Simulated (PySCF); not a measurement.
Aminodiethylborane, C4H12BN.
Numbering: `[CH3:1][CH2:2][B:3]([NH2:4])[CH2:5][CH3:6]` (hydrogens: H7, H8, H9 on C1; H10, H11 on C2; H12, H13 on N4; H14, H15 on C5; H16, H17, H18 on C6)

Torsions of this conformer, `[CH3:1][CH2:2][B:3]([NH2:4])[CH2:5][CH3:6]`: C1–C2–B3–N4 86°, C2–B3–C5–C6 44°, H–N4–B3–C2 -177°, H–N4–B3–C2 3°.

The closed-shell ground state was solved at several levels (PySCF, density fitting, gas phase, non-relativistic). Geometry: PBE0-D3(BJ)/def2-TZVP, one conformer, isolated molecule.

| level | basis functions | total energy (Eh) | HOMO (eV) | LUMO (eV) | gap (eV) | dipole (D) |
| --- | --- | --- | --- | --- | --- | --- |
| KT3/pcSseg-2 | 384 | -243.2825 | -6.59 | -0.49 | 6.10 | 1.34 |
| PBE0/pcSseg-2 | 384 | -239.1051 | -7.78 | 0.40 | 8.18 | 1.32 |
| B97-2/pcSseg-2 | 384 | -239.3204 | -7.54 | 0.43 | 7.97 | 1.31 |

(1) Estimate the row for wB97X-D/pcSseg-2, a basis of 384 functions; the other rows only guide the guess.

(2) Over all these levels, which gives the widest orbital gap and which the narrowest?

(3) In the pcSseg-2 basis, how does the gap go with the fixed share of exact exchange?

(4) How far do the dipole and the HOMO energy spread over the levels?

Answers

(1) Total energy -239.3330 Eh, HOMO -9.67 eV, LUMO 2.09 eV, gap 11.76 eV, dipole 1.32 D.

(2) wB97X-D/pcSseg-2 (range-separated hybrid) has the widest, 11.76 eV, and KT3/pcSseg-2 (GGA) the narrowest, 6.10 eV. From the narrowest to the widest the HOMO moves by -3.08 eV and the LUMO by +2.58 eV.

(3) KT3 (0 %) 6.10 eV; B97-2 (21 %) 7.97 eV; PBE0 (25 %) 8.18 eV. Each rise in the share widens the gap here.

(4) The dipole runs from 1.31 to 1.34 D (mean 1.32 D) and the HOMO from -9.67 to -6.59 eV.

Note: wB97X-D ran without an empirical dispersion term, which enters the total energy and its gradient alone.
